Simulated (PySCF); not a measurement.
C2H2Cl (SMILES C=[C-]Cl), charge -1, singlet, geometry from GFN2-xTB (in this run its highest filled SCF level lies above zero, so its values depend strongly on the basis, on diffuse functions most of all). Base run: M06L/def2-SVP (PySCF).

Input for PySCF:
```python
from pyscf import gto, scf, dft

mol = gto.Mole()
mol.atom = '''
    C    -0.11782134    0.97244023    0.00402460
    C     1.20949826    1.06784053    0.01132795
    Cl   -0.59700984   -0.85895942   -0.00717248
    H     1.97685805    0.28124257    0.01154024
    H     1.62224777    2.07938296    0.01827654
'''
mol.basis = 'def2-svp'
mol.charge = -1
mol.verbose = 5
mol.build()

mf = dft.RKS(mol)
mf.xc = 'm06l'
mf.kernel()
```

The base run was repeated with changes; each row names its change, and settings that it needs were set with it.

```
change                                     ΔE vs base (µEh)  grid points  electrons on the grid
-----------------------------------------  ----------------  -----------  ---------------------
base                                                    0.0        66736               32.00001
grids.radi_method = gauss_chebyshev                     8.0        64968               32.00001
small_rho_cutoff = 0                                    0.0        66736               32.00001
grids.atom_grid = (75, 302)                            31.5        71568               32.00000
grids.level = 2                                         131        44912               32.00000
grids.level = 1                                        -155        21624               32.00008
grids.level = 4                                       -36.3       117328               32.00000
grids.prune = dft.gen_grid.treutler_prune               0.2        59728               32.00000
grids.atom_grid = (150, 974)                          -33.1       396424               32.00000
grids.becke_scheme = stratmann                          0.4        66736               32.00001
grids.level = 7                                       -32.4       358672               32.00000
```
